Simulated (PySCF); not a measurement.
**How methods differ on the ionisation energy of Xe²⁺**

Xe²⁺ [Kr] 4d10 5s2 5p4 (3P) → Xe³⁺ [Kr] 4d10 5s2 5p3 (4S), as a difference of total energies. All numbers are calculated (PySCF 2.14, scalar relativity by spin-free X2C-1e, in x2c-TZVPall). Correlated levels: valence: [Kr] 4d10 frozen. The calculations carry no spin-orbit coupling.

```tsv
method	ionisation energy (eV)
UHF	29.301
TPSS	30.423
M06-2X	30.095
MP2 (valence)	29.869
SCS-MP2 (valence)	29.922
```

Q: How much does correlation contribute at MP2 (valence)?

A: 29.869 − (29.301) = 0.568 eV, measured against UHF.

The reference lies between the lowest fine-structure levels, while these numbers refer to the centres of the terms.

Errors of the correlated levels include the incompleteness of this basis and the frozen core.

For comparison: 31.05 ± 0.04 eV (semi-empirical (NIST evaluation); NIST Atomic Spectra Database, ionization energies).
